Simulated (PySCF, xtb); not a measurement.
NbSF₂Cl, SMILES [F][Nb]([F])(=[S])[Cl], multiplicity 1.

Harmonic wavenumbers (cm⁻¹) from GFN2-xTB (xtb) at its own minimum, in rising order: 119, 125, 139, 168, 189, 342, 448, 482, 512.

What does PySCF with PBE-D3(BJ)/def2-SVP give at its own minimum? (The exact figures need the calculation; the answer reports its results.)

128, 138, 161, 190, 193, 418, 565, 693, 716. Paired by order, the mean absolute difference is 75 cm⁻¹ and the zero-point energies are 3.6 and 4.6 kcal/mol.
